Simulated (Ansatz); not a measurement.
Be₁₃O₁₃⁺. Charge 1, multiplicity 2. Geometry PBE-D4/def2-SVP; atoms count from 1.

Cartesian coordinates in Å:
```
O 1.4354 2.7147 -0.2500
O 0.6287 1.0825 1.8399
O 3.1940 0.8455 0.6392
O 2.1794 -1.6005 -0.1926
O -0.0735 -1.5638 1.3585
O 2.5114 -0.9545 2.0991
O -0.8768 2.0865 -0.2726
O 1.3471 0.6406 -1.4825
O -2.3212 -1.8684 -0.3520
O -1.9794 0.2835 1.3512
O -3.3333 0.6679 -0.6179
O -0.1596 -1.7254 -1.3985
O -2.4626 -0.7609 -2.8676
Be 2.3819 1.4906 -0.4910
Be 2.1296 0.5977 1.8796
Be 0.3442 2.2585 0.8171
Be -0.5141 -0.0596 1.7611
Be 1.4467 -1.7572 1.2746
Be 3.2179 -0.7125 0.6279
Be 1.1782 -0.9126 -1.2505
Be -2.8483 -0.5934 0.3566
Be -0.8127 -1.9729 0.0677
Be 0.3905 1.8905 -1.1974
Be -3.2038 0.1634 -2.0059
Be -2.1350 1.3727 0.1894
Be -1.6646 -1.6129 -1.8834
```

Single mean-field runs in def2-TZVP are fitted with def2-universal-jkfit.

Estimate the Mulliken populations from the PBE0/def2-TZVP orbitals of Ansatz.


| atom | charge (e) | spin (α − β) |
| --- | --- | --- |
| O1 | -0.24 | 0.02 |
| O2 | -0.19 | 0.00 |
| O3 | -0.18 | 0.01 |
| O4 | -0.22 | 0.24 |
| O5 | -0.07 | 0.00 |
| O6 | -0.20 | 0.20 |
| O7 | -0.12 | 0.00 |
| O8 | -0.25 | 0.04 |
| O9 | -0.19 | 0.08 |
| O10 | -0.16 | 0.00 |
| O11 | -0.16 | 0.02 |
| O12 | -0.13 | 0.18 |
| O13 | -0.12 | 0.35 |
| Be14 | 0.27 | 0.00 |
| Be15 | 0.32 | -0.01 |
| Be16 | 0.29 | 0.00 |
| Be17 | 0.28 | 0.00 |
| Be18 | 0.23 | -0.02 |
| Be19 | 0.26 | -0.01 |
| Be20 | 0.27 | -0.03 |
| Be21 | 0.33 | 0.00 |
| Be22 | 0.16 | -0.01 |
| Be23 | 0.17 | -0.01 |
| Be24 | 0.21 | -0.02 |
| Be25 | 0.21 | 0.00 |
| Be26 | 0.23 | -0.04 |
Mulliken values and Mayer orders depend strongly on the basis.

Where does the spin sit?

Summed by element: O 1.15, Be -0.15, of 1 unpaired in all. Largest on single atoms: O13 0.35, O4 0.24, O6 0.20.

And the Mayer bond orders between bonded heavy atoms (over 0.3)?

O1–Be14 0.82 (1.57 Å); O1–Be16 0.82 (1.59 Å); O1–Be23 0.69 (1.63 Å); O2–Be15 0.94 (1.58 Å); O2–Be16 0.86 (1.58 Å); O2–Be17 0.71 (1.62 Å); O3–Be14 0.93 (1.53 Å); O3–Be15 0.61 (1.65 Å); O3–Be19 0.93 (1.56 Å); O4–Be18 0.58 (1.65 Å); O4–Be19 0.85 (1.59 Å); O4–Be20 0.62 (1.61 Å); O5–Be17 0.62 (1.62 Å); O5–Be18 1.00 (1.53 Å); O5–Be22 0.96 (1.54 Å); O6–Be15 0.72 (1.61 Å); O6–Be18 0.85 (1.57 Å); O6–Be19 0.64 (1.65 Å); O7–Be16 0.66 (1.65 Å); O7–Be23 0.85 (1.58 Å); O7–Be25 1.04 (1.52 Å); O8–Be14 0.62 (1.67 Å); O8–Be20 0.87 (1.58 Å); O8–Be23 0.87 (1.60 Å); O9–Be21 0.91 (1.55 Å); O9–Be22 0.90 (1.57 Å); O9–Be26 0.58 (1.69 Å); O10–Be17 0.91 (1.56 Å); O10–Be21 0.86 (1.59 Å); O10–Be25 0.70 (1.60 Å); O11–Be21 0.57 (1.67 Å); O11–Be24 1.20 (1.48 Å); O11–Be25 0.70 (1.61 Å); O12–Be20 0.86 (1.57 Å); O12–Be22 0.59 (1.62 Å); O12–Be26 0.88 (1.59 Å); O13–Be24 1.20 (1.47 Å); O13–Be26 1.02 (1.53 Å).
